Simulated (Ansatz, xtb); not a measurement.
C4H7ClSi: which of two isomers lies lower

We compare a, `C#C[Si@@H](C)CCl`, a singlet, with b, `C#CC[Si@@H](C)Cl`, a singlet. Both are isolated molecules in the gas phase, relaxed with PBE-D3(BJ)/def2-SVP, each in the lowest conformer that the search found.

a (Å):

```csv
atom,x (Å),y (Å),z (Å)
C,2.9185,-0.2482,2.3595
C,1.7609,-0.2244,1.9457
C,-0.1254,-1.1148,-0.3055
C,-1.0307,-1.1245,2.6598
Cl,-2.7563,-1.1663,2.1117
Si,0.0164,-0.2262,1.3447
H,3.9393,-0.2625,2.7195
H,-0.4633,1.1940,1.2499
H,0.4100,-0.5653,-1.1046
H,0.3025,-2.1350,-0.2361
H,-1.1951,-1.1992,-0.5835
H,-0.6946,-2.1704,2.8060
H,-0.9960,-0.6105,3.6404
```

b (Å):

```xyz
13

C    -2.0810   -1.8193   -0.4628
C    -1.0236   -2.0641    0.1040
C     0.2624   -2.2653    0.7484
C     0.5795    0.8088    1.1389
Cl    3.1912   -1.1003    1.4129
Si    1.3682   -0.7408    0.4431
H    -3.0235   -1.6325   -0.9572
H     0.1532   -2.4068    1.8460
H     0.7808   -3.1671    0.3569
H     1.6498   -0.6230   -1.0256
H     1.2072    1.6998    0.9402
H     0.4396    0.7164    2.2346
H    -0.4136    0.9599    0.6685
```

Quicker runs give these differences E(b) − E(a): GFN2-xTB −151.7 kJ/mol; HF/STO-3G −109.4 kJ/mol (at GFN2-xTB geometries); r2SCAN-D4/def2-SVP −126.3 kJ/mol (at GFN2-xTB geometries).

Question: Estimate E(b) − E(a) at the level CCSD(T)/def2-SVP + ΔMP2/def2-TZVPP.

Answer: Calculated at CCSD(T)/def2-SVP + ΔMP2/def2-TZVPP: E(b) − E(a) = −114.7 kJ/mol, so structure b lies lower.

The same difference at several levels:

```json
{"level": "GFN2-xTB", "geometry": "GFN2-xTB", "E(b) − E(a) (kJ/mol)": "−151.7", "departure from the last row (kJ/mol)": "−37.1", "job, with rough time for the two": "optimisation, 0.15 s"}
{"level": "HF/STO-3G", "geometry": "GFN2-xTB", "E(b) − E(a) (kJ/mol)": "−109.4", "departure from the last row (kJ/mol)": "+5.3", "job, with rough time for the two": "single point, 0.34 s"}
{"level": "r2SCAN-D4/def2-SVP", "geometry": "GFN2-xTB", "E(b) − E(a) (kJ/mol)": "−126.3", "departure from the last row (kJ/mol)": "−11.6", "job, with rough time for the two": "single point, 2.5 s"}
{"level": "PBE-D3(BJ)/def2-SVP", "geometry": "PBE-D3(BJ)/def2-SVP", "E(b) − E(a) (kJ/mol)": "−126.3", "departure from the last row (kJ/mol)": "−11.7", "job, with rough time for the two": "optimisation, 17 s"}
{"level": "HF/def2-SVP", "geometry": "PBE-D3(BJ)/def2-SVP", "E(b) − E(a) (kJ/mol)": "−129.0", "departure from the last row (kJ/mol)": "−14.3", "job, with rough time for the two": "part of the CCSD(T) run"}
{"level": "MP2/def2-SVP", "geometry": "PBE-D3(BJ)/def2-SVP", "E(b) − E(a) (kJ/mol)": "−127.6", "departure from the last row (kJ/mol)": "−12.9", "job, with rough time for the two": "part of the CCSD(T) run"}
{"level": "CCSD(T)/def2-SVP", "geometry": "PBE-D3(BJ)/def2-SVP", "E(b) − E(a) (kJ/mol)": "−121.4", "departure from the last row (kJ/mol)": "−6.7", "job, with rough time for the two": "single point"}
{"level": "CCSD(T)/def2-SVP + ΔMP2/def2-TZVPP", "geometry": "PBE-D3(BJ)/def2-SVP", "E(b) − E(a) (kJ/mol)": "−114.7", "departure from the last row (kJ/mol)": "", "job, with rough time for the two": "single point, 28 s"}
```

As drawn, b has 1 C–C, 1 Cl–Si in place of 1 C–Si, 1 C–Cl.

The levels shown agree on the order. The largest departure from CCSD(T)/def2-SVP + ΔMP2/def2-TZVPP is that of GFN2-xTB, 37.1 kJ/mol. The last row adds to CCSD(T) the change of the MP2 difference between the two basis sets, here +6.7 kJ/mol.

With thermal terms from frequencies at re-optimised GFN2-xTB minima (ideal gas, soft modes damped towards free rotors, one conformer each, 298.15 K, 1 atm): the zero-point term adds +2.1 kJ/mol; ΔH is −113.0 and ΔG −111.4 kJ/mol.

The correlated steps freeze 14 core orbitals. Programs: Ansatz 0.2.0, xtb 6.7.1; the last row on 2 threads of Intel(R) Xeon(R) 6975P-C (Granite Rapids) on a shared host.
